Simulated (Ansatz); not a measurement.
Steps of a relaxation of `[F][Ti]([F])([F])[F]` with RKS PBE-D4/def2-SVP.

```sh
$ ansatz run in.yaml --threads 4 --pin off --events-out ev --progress --plain --max-ram 10444MiB
```

```yaml
crystal:
  periodic: [false, false, false]
  atoms:
    - {symbol: F, position_ang: [0.223200, -0.880800, 1.730600]}
    - {symbol: Ti, position_ang: [-0.011400, -0.009100, -0.004300]}
    - {symbol: F, position_ang: [-1.399400, 1.349600, 0.065200]}
    - {symbol: F, position_ang: [-0.427900, -1.320100, -1.306600]}
    - {symbol: F, position_ang: [1.665400, 0.786700, -0.526400]}
basis:
  gaussian: {orbitals: def2-SVP}
hamiltonian: {xc: pbe, dispersion: d4}
relax: {f_tol: 0.03, max_steps: 200}
```

Positions (Å) and forces (eV/Å) along the path, 4 of 4 steps:

```xyz
5
step=1 energy=-33961.9096 eV
F     0.223   -0.881    1.731   -0.535    1.842   -3.609
Ti   -0.011   -0.009   -0.004    0.378    0.041    0.175
F    -1.399    1.350    0.065    2.841   -2.806   -0.128
F    -0.428   -1.320   -1.307    0.721    2.486    2.482
F     1.665    0.787   -0.526   -3.405   -1.563    1.080
5
step=2 energy=-33963.5524 eV
F     0.194   -0.798    1.591   -0.159    0.608   -1.204
Ti    0.005   -0.012   -0.005    0.071    0.057    0.106
F    -1.279    1.230    0.069    0.953   -0.928   -0.044
F    -0.420   -1.241   -1.219    0.251    0.792    0.789
F     1.549    0.748   -0.477   -1.116   -0.530    0.353
5
step=3 energy=-33963.6465 eV
F     0.186   -0.767    1.538    0.055   -0.265    0.566
Ti    0.007   -0.013   -0.005    0.023   -0.095   -0.204
F    -1.234    1.188    0.070   -0.418    0.402    0.035
F    -0.413   -1.210   -1.186   -0.110   -0.277   -0.269
F     1.503    0.729   -0.458    0.450    0.235   -0.128
5
step=4 energy=-33963.6623 eV
F     0.186   -0.774    1.552   -0.004    0.006   -0.007
Ti    0.009   -0.014   -0.008    0.007   -0.004   -0.006
F    -1.244    1.197    0.071    0.008   -0.009    0.002
F    -0.418   -1.218   -1.195   -0.003    0.006    0.007
F     1.516    0.737   -0.462   -0.007    0.000    0.004
```

Hardware: 4 threads of an Arm Neoverse V1 on a shared host. Wall time 4.3 s, peak host memory 0.14 GiB.
